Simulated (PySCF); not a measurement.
Stepwise substitution at one centre (Si CH3-OCH3). All species are isolated molecules in the gas phase. One relaxed conformer stands for each flexible species; it need not be the lowest. Strings in code marks are SMILES.

Method: PBE-D3(BJ)/def2-TZVP // PBE-D3(BJ)/def2-SVP (PySCF 2.14.0). Delta-SCF ions had no search for a lower state. Excitations are Tamm–Dancoff values on a coarser integration grid. The basis has no diffuse functions, so Rydberg states are missing or too high.

```json
[
 {"species": "1 of 4 CH3 replaced by OCH3", "T1 excitation (TDA) (eV)": "6.10", "HOMO–LUMO gap (eV)": "6.16", "vertical ionisation energy (Delta-SCF) (eV)": "9.05", "HOMO (eV)": "-6.08", "S1 excitation (TDA) (eV)": "6.19"},
 {"species": "2 of 4 CH3 replaced by OCH3 (`CO[Si](C)(C)OC` (C–O–Si–O torsion -56°, O–Si–O–C torsion 174°))", "T1 excitation (TDA) (eV)": "6.20", "HOMO–LUMO gap (eV)": "6.27", "vertical ionisation energy (Delta-SCF) (eV)": "8.87", "HOMO (eV)": "-6.20", "S1 excitation (TDA) (eV)": "6.31"},
 {"species": "3 of 4 CH3 replaced by OCH3", "T1 excitation (TDA) (eV)": "6.44", "HOMO–LUMO gap (eV)": "6.51", "vertical ionisation energy (Delta-SCF) (eV)": "–", "HOMO (eV)": "-6.40", "S1 excitation (TDA) (eV)": "6.54"},
 {"species": "4 of 4 CH3 replaced by OCH3 (`CO[Si](OC)(OC)OC`)", "T1 excitation (TDA) (eV)": "6.47", "HOMO–LUMO gap (eV)": "6.57", "vertical ionisation energy (Delta-SCF) (eV)": "–", "HOMO (eV)": "-6.50", "S1 excitation (TDA) (eV)": "6.64"}
]
```
